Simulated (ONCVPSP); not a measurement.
Building the ONCV potential for Ge (LDA (Perdew-Zunger), scalar-relativistic).

The input file (ONCVPSP 4.0.1):

```
# ATOM AND REFERENCE CONFIGURATION
# atsym  z   nc   nv     iexc    psfile
  Ge 32.00    5    3        3      upf
#
#   n    l    f
    1    0    2.00
    2    0    2.00
    2    1    6.00
    3    0    2.00
    3    1    6.00
    3    2   10.00
    4    0    2.00
    4    1    2.00
#
# PSEUDOPOTENTIAL AND OPTIMIZATION
# lmax
    2
#
#   l,   rc,      ep,       ncon, nbas, qcut
    0    1.40    0.00    4    8    6.00
    1    2.40    0.00    4    8    3.30
    2    0.90    0.00    4    9   19.40
#
# LOCAL POTENTIAL
# lloc, lpopt,  rc(5),   dvloc0
    4    5    0.80    2.00
#
# VANDERBILT-KLEINMAN-BYLANDER PROJECTORs
# l, nproj, debl
    0    2    2.10
    1    1    2.90
    2    2    3.90
#
# MODEL CORE CHARGE
# icmod, fcfact, rcfact
    0    0.00    0.00
#
# LOG DERIVATIVE ANALYSIS
# epsh1, epsh2, depsh
   -3.00    5.00    0.02
#
# OUTPUT GRID
# rlmax, drl
    6.00    0.01
#
# TEST CONFIGURATIONS
# ncnf
    4
# nvcnf
#   n    l    f
    3
    3    2   10.00
    4    0    2.00
    4    1    1.00
#
    3
    3    2   10.00
    4    0    2.00
    4    1    0.00
#
    3
    3    2   10.00
    4    0    1.00
    4    1    0.00
#
    3
    3    2    9.00
    4    0    2.00
    4    1    2.00
#
```

Command:

```bash
oncvpsp.x < Ge.dat > Ge.out
```

The program printed (shortened: citation, most of the input echo, consistency checks and plot data are left out):

```
ONCVPSP  (Optimized Norm-Conservinng Vanderbilt PSeudopotential)
scalar-relativistic version 4.0.1

#   n    l    f        energy (Ha)
    1    0    2.00    -4.0208063E+02
    2    0    2.00    -5.0326443E+01
    2    1    6.00    -4.4027922E+01
    3    0    2.00    -6.1640931E+00
    3    1    6.00    -4.2401298E+00
    3    2   10.00    -1.0860681E+00
    4    0    2.00    -4.3912683E-01
    4    1    2.00    -1.4892182E-01

Reference configufation results
  iterations    27
  all-electron total energy (Ha)   -2.09589639D+03

Begin loop to  construct optimized pseudo wave functions
and semi-local pseudopoentials for all angular momenta

   Wellstate for l =  0  n =  6
     eigenvalue =   1.6609
     asymptotic potential =   2.1609
     half-point radius =  4.1863

Calculating optimized projector #   1

 for l=   0

    Fraction of norm inside rc  0.176092
    Optimizing pswf for qcut=   5.99 a_B^-1,  ecut=  17.91 Ha
    Residual kinetic energy error=  4.84D-04 Ha

    Energy error per electron        Cutoff
         Ha          eV             Ha
         0.01000     0.27211        5.54
         0.00100     0.02721       14.49
         0.00010     0.00272       75.56
         0.00001     0.00027       95.11

Calculating optimized projector #   2

 for l=   0

    Fraction of norm inside rc  0.076917
    Optimizing pswf for qcut=   5.99 a_B^-1,  ecut=  17.91 Ha
    Residual kinetic energy error=  5.14D-05 Ha

    Energy error per electron        Cutoff
         Ha          eV             Ha
         0.01000     0.27211        8.56
         0.00100     0.02721       12.09
         0.00010     0.00272       15.86
         0.00001     0.00027      109.24

Calculating optimized projector #   1

 for l=   1

    Fraction of norm inside rc  0.410217
    Optimizing pswf for qcut=   3.30 a_B^-1,  ecut=   5.45 Ha
    Residual kinetic energy error=  1.40D-04 Ha

    Energy error per electron        Cutoff
         Ha          eV             Ha
         0.01000     0.27211        1.85
         0.00100     0.02721        2.77
         0.00010     0.00272        6.99
         0.00001     0.00027       32.18

   Wellstate for l =  2  n =  5
     eigenvalue =   2.8139
     asymptotic potential =   3.3139
     half-point radius =  2.7045

Calculating optimized projector #   1

 for l=   2

    Fraction of norm inside rc  0.735261
    Optimizing pswf for qcut=  19.38 a_B^-1,  ecut= 187.79 Ha
    Residual kinetic energy error=  1.87D-07 Ha

    Energy error per electron        Cutoff
         Ha          eV             Ha
         0.01000     0.27211      115.26
         0.00100     0.02721      137.21
         0.00010     0.00272      154.43
         0.00001     0.00027      167.88

Calculating optimized projector #   2

 for l=   2

    Fraction of norm inside rc  0.046145
    Optimizing pswf for qcut=  19.38 a_B^-1,  ecut= 187.79 Ha
    Residual kinetic energy error=  1.88D-07 Ha

    Energy error per electron        Cutoff
         Ha          eV             Ha
         0.01000     0.27211      101.55
         0.00100     0.02721      128.31
         0.00010     0.00272      148.94
         0.00001     0.00027      165.78

Construct Vanderbilt / Kleinmman-Bylander projectors

B matrix Hermiticity error, ll=   0
   1   2   -1.0724E-04

  Orthonormal projector coefficients  1.3301E+01  6.8974E+00

B matrix Hermiticity error, ll=   2
   1   2   -5.7895E-04

  Orthonormal projector coefficients -2.4469E+01 -6.2222E+00

Pseudoatom total energy  -92.371668

Diagnostic tests using Vanderbilt-Kleinman-Bylander pseudopotentials
  1 or more projectors used as specified by nproj input data

   l    rcore       rmatch      e in        delta e   norm test  slope test

   0   1.4065956   1.4493029  -0.4391268   0.0000009   1.0000437   1.0000319
run_diag: lschvkbbe ERROR   2   1   0  60  1.66087317E+00  1.44478585E+00
   0   1.4065956   1.4493029   1.6608732  -0.2160873   0.0587285   0.0723985

   1   2.4098362   2.4830040  -0.1489218  -0.0000004   1.0000001   1.0000083

   2   0.9034803   0.9309119  -1.0860681  -0.0000250   1.0002136   1.0002391
   2   0.9034803   0.9309119   2.8139319   0.0000408   1.0005122   1.0005122

 Testing for bound ghosts
   n   l    E NL Schr. Eq   E Basis Diag.   E Cutoff

       0                       -4.680829    131.17  WARNING - GHOST(-)
   1   0       -0.439126       -0.410631    131.17

   2   1       -0.148922       -0.145108     38.08

   3   2       -1.086093       -1.079739    543.02

 Testing for highly-localized positive-energy ghosts
       l    <radius>/rc     E Basis Diag.   E Cutoff

       1        0.482719        0.146114     38.08  WARNING - GHOST(+)

Test configuration 0

   n   l     f        eae           eps        diff
   1   0  2.0000 -402.08062977
   2   0  2.0000  -50.32644349
   2   1  6.0000  -44.02792195
   3   0  2.0000   -6.16409306
   3   1  6.0000   -4.24012984
   3   2 10.0000   -1.08606808   -1.08609309   -2.50D-05
   4   0  2.0000   -0.43912683   -0.43912590    9.28D-07
   4   1  2.0000   -0.14892182   -0.14892221   -3.85D-07

    Total energies and differences
      AE_ref= -2.09589639D+03  AE_tst= -2.09589639D+03  dif=  0.00D+00
      PS_ref= -9.23716676D+01  PS_tst= -9.23716676D+01  dif=  3.55D-13
      PSP excitation error= -3.55D-13

Test configuration 1

   n   l     f        eae           eps        diff
   1   0  2.0000 -402.41758753
   2   0  2.0000  -50.66042885
   2   1  6.0000  -44.36231138
   3   0  2.0000   -6.49785183
   3   1  6.0000   -4.57387974
   3   2 10.0000   -1.41893132   -1.41434630    4.59D-03
   4   0  2.0000   -0.74035930   -0.73931057    1.05D-03
   4   1  1.0000   -0.42168356   -0.42130548    3.78D-04

    Total energies and differences
      AE_ref= -2.09589639D+03  AE_tst= -2.09561576D+03  dif=  2.81D-01
      PS_ref= -9.23716676D+01  PS_tst= -9.20912203D+01  dif=  2.80D-01
      PSP excitation error=  1.85D-04

Test configuration 2

   n   l     f        eae           eps        diff
   1   0  2.0000 -402.82896647
   2   0  2.0000  -51.06524012
   2   1  6.0000  -44.76797458
   3   0  2.0000   -6.90170724
   3   1  6.0000   -4.97763329
   3   2 10.0000   -1.82065486   -1.81892136    1.73D-03
   4   0  2.0000   -1.08907448   -1.08970704   -6.33D-04

    Total energies and differences
      AE_ref= -2.09589639D+03  AE_tst= -2.09503822D+03  dif=  8.58D-01
      PS_ref= -9.23716676D+01  PS_tst= -9.15128868D+01  dif=  8.59D-01
      PSP excitation error= -6.10D-04

Test configuration 3

   n   l     f        eae           eps        diff
   1   0  2.0000 -403.35941620
   2   0  2.0000  -51.58307756
   2   1  6.0000  -45.28693060
   3   0  2.0000   -7.41953739
   3   1  6.0000   -5.49488862
   3   2 10.0000   -2.33266366   -2.32582739    6.84D-03
   4   0  1.0000   -1.50304580   -1.50317167   -1.26D-04

    Total energies and differences
      AE_ref= -2.09589639D+03  AE_tst= -2.09374397D+03  dif=  2.15D+00
      PS_ref= -9.23716676D+01  PS_tst= -9.02180461D+01  dif=  2.15D+00
      PSP excitation error= -1.20D-03

Test configuration 4

psatom: WARNING lschvkbb convergence error n,l,iter=   3   2   1
ea(ii),et,emin,emax -1.800145E+00 -1.620131E+00 -1.620131E+00 -1.620131E+00
run_config: WARNING for fully non-local PS atom, stg. 2
 WARNING no output for configuration 5
```

Note: ghosts flagged at negative energy: s at -127.4 eV; GHOST(+) flagged for p at 4.0 eV. A true bound ghost makes a file unfit for plane-wave use.

The run took about 2.8 s on one core of a shared server CPU.
